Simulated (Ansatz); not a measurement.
ClH₉Si₃Sn (`[SiH3][Sn]([SiH3])([SiH3])[Cl]`) at its PBE0-D4/def2-TZVP geometry, where that method's forces vanish. Charge 0, multiplicity 1. Sn takes the def2 core potential.

```
atom    x (Å)    y (Å)    z (Å)
 Si1  -1.5767  -0.5281   1.8706
 Sn2   0.3092   0.1411   0.2611
 Si3   1.4043  -1.8233  -0.9786
 Si4  -0.2111   2.1777  -1.2142
 Cl5   2.0214   0.9179   1.7013
  H6  -1.0938  -1.5926   2.7865
  H7  -2.7314  -1.0415   1.0853
  H8  -2.0050   0.6574   2.6557
  H9   2.5875  -1.3379  -1.7333
 H10   1.8202  -2.8599   0.0001
 H11   0.4216  -2.4103  -1.9291
 H12  -1.2740   1.8158  -2.1904
 H13   1.0135   2.5837  -1.9496
 H14  -0.6857   3.3001  -0.3654
```

Question: For each bond, give half the difference of the two atoms' forces along it (eV/Å; positive pushes the atoms apart) under PBE-D4, r2SCAN-D4, B3LYP-D4, ωB97M-V in def2-TZVPP. (Best estimate.)

Answer: The calculation gave: 
| bond | length (Å) | PBE-D4 | r2SCAN-D4 | B3LYP-D4 | ωB97M-V |
| --- | --- | --- | --- | --- | --- |
| Si1–Sn2 | 2.568 | -0.04 | 0.01 | 0.07 | 0.01 |
| Si1–H6 | 1.485 | 0.08 | -0.02 | -0.08 | -0.10 |
| Si1–H7 | 1.488 | 0.08 | -0.02 | -0.07 | -0.09 |
| Si1–H8 | 1.485 | 0.08 | -0.02 | -0.08 | -0.10 |
| Sn2–Si3 | 2.568 | -0.04 | 0.01 | 0.07 | 0.01 |
| Sn2–Si4 | 2.568 | -0.04 | 0.01 | 0.07 | 0.01 |
| Sn2–Cl5 | 2.368 | 0.24 | 0.10 | 0.28 | 0.06 |
| Si3–H9 | 1.485 | 0.08 | -0.02 | -0.08 | -0.10 |
| Si3–H10 | 1.485 | 0.08 | -0.02 | -0.08 | -0.10 |
| Si3–H11 | 1.488 | 0.08 | -0.02 | -0.07 | -0.09 |
| Si4–H12 | 1.488 | 0.08 | -0.02 | -0.07 | -0.09 |
| Si4–H13 | 1.485 | 0.08 | -0.02 | -0.08 | -0.10 |
| Si4–H14 | 1.485 | 0.08 | -0.02 | -0.08 | -0.10 |

B3LYP here is the variant with VWN-RPA as its local correlation; programs differ in this.

Results of the Gaussian-basis code of Ansatz.
